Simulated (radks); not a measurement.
Values are calculated unless marked as measured or tabulated.
Yb, configuration [Kr] 4d10 4f14 5s1 5p6 6s2 5d1 (not the ground configuration).

Code: a radial shooting solver on a logarithmic mesh with Libxc functionals. Model: scalar-relativistic Kohn-Sham, BP86, spin-unpolarised, spherical densities, finite nucleus; Fermi nuclear charge, rms radius 5.3108 fm.

Energy parts (hartree):
total: -14057.9333
kinetic: 15315.5174
electron-nucleus: -34589.8810
Hartree: 5510.7970
exchange-correlation: -294.3667

Orbitals (lengths in bohr, moments of r in powers of bohr; <r^-3> diverges for s and p1/2):
| orbital | occ. | eigenvalue (hartree) | <r^4> | <r^2> | <1/r> | <r^-3> |
|---|---|---|---|---|---|---|
| 1s | 2 | -2250.548 | 7.555e-07 | 0.0005299 | 80.62 | - |
| 2s | 2 | -381.4483 | 0.0001161 | 0.008210 | 18.80 | - |
| 2p | 6 | -336.2695 | 0.00008914 | 0.006713 | 17.26 | 15980 |
| 3s | 2 | -86.09621 | 0.004342 | 0.05368 | 6.946 | - |
| 3p | 6 | -72.47090 | 0.004609 | 0.05418 | 6.466 | 3485 |
| 3d | 10 | -55.86245 | 0.003595 | 0.04509 | 6.124 | 458.1 |
| 4s | 2 | -17.06747 | 0.1053 | 0.2690 | 2.934 | - |
| 4p | 6 | -12.59626 | 0.1403 | 0.3059 | 2.677 | 789.5 |
| 4d | 10 | -6.70572 | 0.2177 | 0.3647 | 2.365 | 87.27 |
| 4f | 14 | -0.27155 | 2.177 | 0.7985 | 1.749 | 12.47 |
| 5s | 1 | -2.16780 | 3.912 | 1.616 | 1.107 | - |
| 5p | 6 | -1.13732 | 8.498 | 2.312 | 0.9166 | 98.99 |
| 5d | 1 | -0.07567 | 256.7 | 10.39 | 0.4752 | 3.048 |
| 6s | 2 | -0.17337 | 376.5 | 15.34 | 0.3427 | - |

The highest occupied level is 5d at -2.059 eV. The density falls to 0.001 e/bohr^3 at r = 5.08 bohr. Summed over all electrons, <r^2> = 74.71 bohr^2, which gives a Langevin (diamagnetic) susceptibility term of -59.2 x 10^-6 cm^3/mol. The electron density at the nucleus is 1.085e+06 e/bohr^3 (large components only).
